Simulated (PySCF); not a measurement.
Species: 1,1,1,2-tetrafluorochloroethane, C₂HClF₄.
SMILES with atom numbers: `[F:1][C@H:2]([Cl:3])[C:4]([F:5])([F:6])[F:7]` (hydrogens: H8 on C2)

Geometry (PBE0-D3(BJ)/def2-TZVP, Å), atoms numbered from 1 in this order:
```
atom  x, y, z in Å
F1     0.376    1.712    0.086
C2     0.169    0.472    0.575
Cl3    1.627   -0.139    1.339
C4    -0.260   -0.438   -0.581
F5     0.670   -0.524   -1.520
F6    -0.531   -1.660   -0.129
F7    -1.369    0.058   -1.130
H8    -0.625    0.500    1.322
```

Linear response at PBE0/aug-cc-pVTZ (PySCF, frozen core in the response, non-relativistic). Geometry: PBE0-D3(BJ)/def2-TZVP; no solvent, vibrations or thermal averaging.

Static isotropic polarisability: 43.60 au (6.46 Å³), principal values 39.0, 40.9, 50.8 au.

What is the polarisability at 1064 nm and at the sodium D line?

43.82 au at 1064 nm (+0.5 %), 44.34 au at 589.3 nm (+1.7 %). The rise at 589.3 nm is 3.33 times that at 1064 nm; a pure ω² law gives 3.26. The lowest singlet lies at 163 nm, shorter than both wavelengths.

What is the isotropic C6 coefficient between two such molecules, C6 = (3/π)∫α(iω)² dω?

1020 au (Eh·bohr⁶) by a ten-point quadrature over imaginary frequencies, which is 609 eV·Å⁶ or 58.8 J·nm⁶/mol.

Which effective excitation energy ω̄ makes London's formula C6 = (3/4)α²ω̄ exact here?

ω̄ = 4·C6/(3α²) = 0.715 Eh = 19.5 eV. A one-pole form α(ω) = α/(1 − ω²/ω̄²) fitted to the 1064 nm value gives 16.3 eV.

The lowest 10 singlets have (eV, f): 7.60, 0.002; 8.00, 0.002; 8.32, 0.013; 8.74, 0.035; 9.00, 0.004; 9.38, 0.048; 9.47, 0.003; 9.52, 0.033; 9.70, 0.012; 9.75, 0.027. What share of the static polarisability do they carry in the sum over states α = Σ f/ω²?

1.57 au, 3.6 % of α; the largest term, 0.41 au, is that of the state at 9.38 eV. Their oscillator strengths add up to 0.18. Higher states carry the rest.

How many electrons N does the Slater–Kirkwood formula C6 = (3/4)·√N·α^(3/2) need to give this C6?

N = (4·C6/3)²/α³ = 22.3; the species has 66 electrons in all.

What molar refraction at the D line follows from R = (4π/3)·N_A·α′, with α′ the polarisability volume?

α′ = 6.57 Å³ gives R = 16.58 cm³/mol, for isolated, non-vibrating species.

What does −C6/R⁶ come to at R = 12 Å between centres?

-20 J/mol. This is the leading, orientation-averaged term; C8 and higher terms are left out.
